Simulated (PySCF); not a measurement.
# C₆ coefficients of unlike pairs at PBE

Calculated with PySCF 2.14 from the dipole response of each species, C₆(A,B) = (3/π) ∫ α_A(iu) α_B(iu) du, in atomic units, from isotropic polarisabilities. For ions this is the dispersion term alone; charge-induced terms of lower order in 1/R come first.

```csv
species,configuration,basis,relativity,α (bohr³),C₆ (like pair)
Te,[Kr] 4d10 5s2 5p4 (3P),aug-cc-pVDZ-PP with ECP28MDF (5s4p3d),core potential,39.19,425.3
Ir²⁺,[Xe] 4f14 5d7 (4F),"x2c-TZVPPall with one added diffuse shell each of s, p, d, f type (12s8p8d4f1g)",spin-free X2C,10.74,69.61
Bi³⁺,[Xe] 4f14 5d10 6s2 (1S),"aug-cc-pVQZ-PP with one added diffuse shell each of s, p, d, f, g type with ECP60MDF (8s8p6d4f3g)",core potential,9.621,56.79
Sn⁺,[Kr] 4d10 5s2 5p1 (2P),aug-cc-pVQZ-DK3 (9s8p6d3f2g),spin-free X2C,27.32,207.9
```

(1) Estimate C₆ for Sn⁺ with Te.

No spin-orbit coupling is included.

The other pairs:

| pair | C₆ |
| --- | --- |
| Sn⁺, Ir²⁺ | 113.1 |
| Bi³⁺, Ir²⁺ | 62.86 |
| Sn⁺, Bi³⁺ | 102.1 |
| Bi³⁺, Te | 142.6 |
| Ir²⁺, Te | 158.1 |

## Answers

(1) The integral gives 296.4. The combination rule 2 C_A C_B / (C_A α_B/α_A + C_B α_A/α_B) gives 297.3 and the geometric mean 297.3.
